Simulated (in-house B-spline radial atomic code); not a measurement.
The numbers below are computed, except where a source is named.
## Weak and strong correlation along the adiabatic connection

Two-electron singlets in several external potentials (atomic units), by full CI in B-splines with partial waves to l = 8 (correlation energies up to 0.6 % small). The repulsion is scaled by λ at fixed density; W(λ) is the mean repulsion less the Hartree energy, W(0) = E_x, and the area under W from 0 to 1 is E_xc.

Relative drop (W(λ) − E_x)/E_x:

```tsv
system	λ = 0.12	λ = 0.25	λ = 0.4	λ = 0.6	λ = 0.8	λ = 1
ω²r²/2 − Z/r, ω = 0.101, Z = 0.3	0.0407	0.0762	0.1088	0.1426	0.1687	0.1895
−Z exp(−kr)/r, Z = 7.24, k = 0.0802	0.0026	0.0054	0.0085	0.0126	0.0167	0.0206
−Z exp(−kr)/r, Z = 1.42, k = 0.08	0.0178	0.0355	0.0541	0.0762	0.0957	0.1130
−V exp(−r²/w²), V = 2.66, w = 4.11	0.0224	0.0440	0.0660	0.0914	0.1129	0.1314
−V exp(−r²/w²), V = 27.8, w = 1.04	0.0061	0.0125	0.0196	0.0287	0.0374	0.0457
−Z/r, Z = 1.06	0.0307	0.0592	0.0873	0.1183	0.1437	0.1649
ω²r²/2 − Z/r, ω = 0.113, Z = 2	0.0109	0.0221	0.0342	0.0492	0.0631	0.0760
```

(1) Order the systems by how far second-order (GL2) theory, half the initial slope (estimated from the first points of each curve), overshoots the correlation energy, least first.
A. ω²r²/2 − Z/r, ω = 0.101, Z = 0.3
B. −V exp(−r²/w²), V = 27.8, w = 1.04
C. −Z exp(−kr)/r, Z = 7.24, k = 0.0802
D. −Z exp(−kr)/r, Z = 1.42, k = 0.08
E. −Z/r, Z = 1.06
F. −V exp(−r²/w²), V = 2.66, w = 4.11
G. ω²r²/2 − Z/r, ω = 0.113, Z = 2

(2) What else changes along this order?

## Answers

(1) C (GL2/E_c = 1.04), B (GL2/E_c = 1.08), G (GL2/E_c = 1.15), D (GL2/E_c = 1.24), F (GL2/E_c = 1.32), E (GL2/E_c = 1.42), A (GL2/E_c = 1.62).

(2) The ratio follows the bend of the curve. With it the leading natural occupation goes from 1.999 to 1.873 and −T_c/E_c from 0.97 to 0.63 between the first and the last.
